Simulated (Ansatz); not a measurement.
B$_{2}$ClF$_{2}$HOSi, SMILES `FB(Cl)B1O[SiH]1F` at its PBE0-D4/def2-TZVP geometry, where that method's forces vanish. Charge 0, multiplicity 1.

```xyz
8

F     0.9253    2.6426    0.6547
B     0.1416    1.8793   -0.0781
Cl   -1.0748    2.6617   -1.0674
B     0.1934    0.2002   -0.0287
O     0.7956   -0.7846   -0.7455
Si   -0.1927   -1.6070    0.3867
F    -1.3690   -2.4189   -0.3088
H     0.5806   -2.5733    1.1871
```

Problem. What forces (eV/Å) does r2SCAN-D4/def2-TZVPP give on these atoms in Ansatz? (Best estimate.)

Solution. The calculation gave: 
```
F1   0.119  0.134  0.128
B2   0.003 -0.257 -0.034
Cl3 -0.122  0.073 -0.088
B4  -0.062  0.364  0.081
O5   0.142 -0.165 -0.182
Si6 -0.055 -0.126  0.172
F7  -0.036 -0.033 -0.053
H8   0.009  0.010 -0.025
```
